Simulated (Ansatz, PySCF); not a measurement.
Gas-phase reaction in SMILES: [OH+]=C1CC1 → C#CC[OH2+]
Geometries: B3LYP-D3(BJ)/def2-TZVP minima from Ansatz (a quantum-chemistry and plane-wave program), one conformer each, not searched for the lowest.

Property: isomerisation energy (enthalpy at 298 K, with B3LYP-D3(BJ) rigid-rotor harmonic-oscillator terms from PySCF), in eV. Valence correlation only, unless marked. Spin-orbit coupling is left out. No relativistic terms. CBS marks a two-point X^-3 extrapolation of the correlation energy; Hartree-Fock from the larger set.

```json
[
 {"level": "HF/cc-pVTZ", "program": "Ansatz", "isomerisation energy (eV)": "0.64", "minus last row": "0.12"},
 {"level": "HF-D4/def2-TZVPD", "program": "PySCF + dftd4", "isomerisation energy (eV)": "0.68", "minus last row": "0.16"},
 {"level": "revPBE/def2-TZVPD", "program": "Ansatz", "isomerisation energy (eV)": "0.89", "minus last row": "0.37"},
 {"level": "r2SCAN/def2-TZVPD", "program": "Ansatz", "isomerisation energy (eV)": "0.89", "minus last row": "0.37"},
 {"level": "r2SCAN-D4/def2-TZVPD", "program": "Ansatz + dftd4", "isomerisation energy (eV)": "0.88", "minus last row": "0.36"},
 {"level": "PBE0/def2-TZVPD", "program": "Ansatz", "isomerisation energy (eV)": "0.96", "minus last row": "0.44"},
 {"level": "TPSSh/def2-TZVPD", "program": "PySCF", "isomerisation energy (eV)": "0.87", "minus last row": "0.35"},
 {"level": "CAM-B3LYP/def2-TZVPD", "program": "Ansatz", "isomerisation energy (eV)": "0.73", "minus last row": "0.21"},
 {"level": "wB97X-V/def2-TZVPD", "program": "Ansatz", "isomerisation energy (eV)": "0.90", "minus last row": "0.38"},
 {"level": "CCSD(T)/CBS(cc-pVTZ,cc-pVQZ)", "program": "Ansatz", "isomerisation energy (eV)": "0.52", "minus last row": "0.00"}
]
```
